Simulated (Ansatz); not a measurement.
Total energies of TcO₃F from Ansatz at PBE0-D4/def2-TZVP, gas phase (1 Eh = 27.2114 eV = 2625.5 kJ/mol). The reference geometry is relaxed at r2SCAN-D4/def2-SVP.

```csv
state,geometry,energy (Eh)
charge 0 singlet,reference,-406.21483
charge 1 doublet,reference,-405.75515
free Tc atom (sextet),–,-80.69592
free O atom (triplet),–,-75.01860
free F atom (doublet),–,-99.67617
```

In the def2 sets Tc takes a core potential; there is no spin–orbit coupling.

(1) Work out the vertical ionisation energy to the doublet.

(2) What is the binding energy per atom against free atoms?

(1) E(charge 1 doublet) − E(charge 0 singlet) = -405.75515 − (-406.21483) = 0.45968 Eh = 12.51 eV. For comparison, −ε of the highest occupied level is 10.34 eV at this level, 2.17 eV less.

(2) Atoms: 1 × (-80.69592) + 3 × (-75.01860) + 1 × (-99.67617) = -405.42789 Eh. Binding: -405.42789 − (-406.21483) = 0.78694 Eh = 21.41 eV, or 4.28 eV for each of 5 atoms (no zero-point energy, no counterpoise term).

The restricted singlet is unstable towards broken spin symmetry in Hartree–Fock (as tested in another run); at PBE0-D4/def2-TZVP this wasn't settled. At PBE0-D4/def2-TZVP the charge 1 doublet is spin-contaminated (final ⟨S²⟩ up to 0.85, 0.75 for a pure state).
